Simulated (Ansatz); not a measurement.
Start from `C[O][Ga]([OH])[Br]` and change one atom or group to get `C[O][Ga]([Br])[O][SiH3]`.

Ansatz, PBE0-D4/def2-TZVP geometries, multiplicity 1. Each molecule was computed in one conformer, which needn't be the lowest.

Scalar relativity is left out up to krypton.

```tsv
property	`C[O][Ga]([OH])[Br]`
LUMO energy (PBE0/def2-TZVPP) / eV	-1.22
HOMO energy (PBE/def2-TZVPP) / eV	-6.70
LUMO energy (PBE/def2-TZVPP) / eV	-2.17
HOMO–LUMO gap (PBE0/def2-TZVPP) / eV	7.03
LUMO energy (B3LYP/def2-TZVPP) / eV	-1.57
LUMO energy (ωB97M-V/def2-TZVPP) / eV	0.64
```

(1) Give the same properties after the change, and the shifts. (Estimate.)

Results:

(1) Computed: 
```tsv
property	`C[O][Ga]([Br])[O][SiH3]`	shift
LUMO energy (PBE0/def2-TZVPP) / eV	-1.43	-0.21
HOMO energy (PBE/def2-TZVPP) / eV	-6.79	-0.09
LUMO energy (PBE/def2-TZVPP) / eV	-2.37	-0.20
HOMO–LUMO gap (PBE0/def2-TZVPP) / eV	6.87	-0.16
LUMO energy (B3LYP/def2-TZVPP) / eV	-1.74	-0.17
LUMO energy (ωB97M-V/def2-TZVPP) / eV	0.42	-0.22
```

With PBE0 the HOMO falls by 0.05 eV and the LUMO falls by 0.21 eV, so the gap narrows by about 0.16 eV. PBE moves the HOMO by -0.09 eV and ωB97M-V by -0.03 eV.

B3LYP here is the variant with VWN-RPA as its local correlation; programs differ in this.

Spin–orbit coupling is left out; it splits and shifts lone-pair levels of the heavy atoms by tenths of an eV.
